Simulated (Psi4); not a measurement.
Pair of molecules, SMILES [AlH3] with SMILES [AsH3] (the first has 4 atoms); geometry from B3LYP-D3(BJ)/def2-TZVP, rigid monomers moved along the line of their centres of mass till Al1···As5 is 3.07 Å.
(charge 0, multiplicity 1):
```xyz
8

Al     0.282     0.625     0.561
H     -0.540    -0.293    -0.441
H     -0.247     2.091     0.870
H      1.812     0.289     0.830
As    -0.792    -0.657     3.134
H     -0.327    -0.157     4.482
H     -0.573    -2.128     3.398
H     -2.273    -0.635     3.431
```

These are SAPT0/aug-cc-pVDZ in Psi4 values and carry that method's errors.

Which attractive term is largest, and how does the interaction split up?

electrostatics -13.50, exchange 13.19, induction -8.71, dispersion -3.82, total -12.83 kcal/mol; the largest attraction is electrostatics.
